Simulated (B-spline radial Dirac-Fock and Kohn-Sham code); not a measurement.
**K-line shifts caused by a second vacancy in Co⁺**

System: Co⁺, [Ar] 3d8, inside a Watson sphere of charge -1 and radius 2.2 Å (a model of the Madelung potential; inside it an electron's potential energy is raised by 6.5 eV).

Input of the calculation (task.json; shells as n, l, electrons):

```json
{"items": [{
  "Z": 27,
  "q": 1,
  "cfg": [[1, 0, 2], [2, 0, 2], [2, 1, 6], [3, 0, 2], [3, 1, 6], [3, 2, 8]],
  "A": 59,
  "rrms": 3.7875,
  "watson": [-1, 2.2],
  "do": ["binding", "quiet", "double"]
}]}
```

Run with: `python xray_run.py task.json out`

The computed values come from a radial atomic solver: ΔSCF Dirac-Fock with Breit, self-energy and vacuum polarisation, finite nucleus, configuration average. Each two-hole energy is an average over J within one jj subconfiguration, not an observable level; in light atoms, where LS coupling holds, the j-resolved values are not observed lines, and for a K spectator the Kα1 hypersatellite is nearly forbidden. Correlation and solid-state effects are left out.

Lines without a spectator: Kα2 (K-L2) 6914.8 eV, Kα1 (K-L3) 6929.3 eV, Kβ3 (K-M2) 7644.0 eV, Kβ1 (K-M3) 7645.8 eV. Shifts in eV with one spectator hole (a dash: not computed, or left out as unreliable):

```
spectator hole     Kα2     Kα1     Kβ3     Kβ1
        K (1s)  +284.1  +286.5  +353.0  +353.3
    L2 (2p1/2)  +26.58   +32.5       –   +71.4
    L3 (2p3/2)   +30.2  +28.93   +68.9       –
    M2 (3p1/2)       –   +2.37   +4.16   +5.71
    M3 (3p3/2)   +2.16       –   +5.34   +4.92
```

With n spectator holes in 2p, averaged over the 2p shell (energies in eV):

```csv
n,KαLⁿ,step,hypersatellite KαʰLⁿ
0,6924.4,–,7210.1
1,6954.5,+30.1,7241.3
2,6985.5,+31.0,7273.4
3,7017.5,+32.0,7306.6
4,7050.6,+33.1,7340.8
5,7084.7,+34.1,7376.1
```
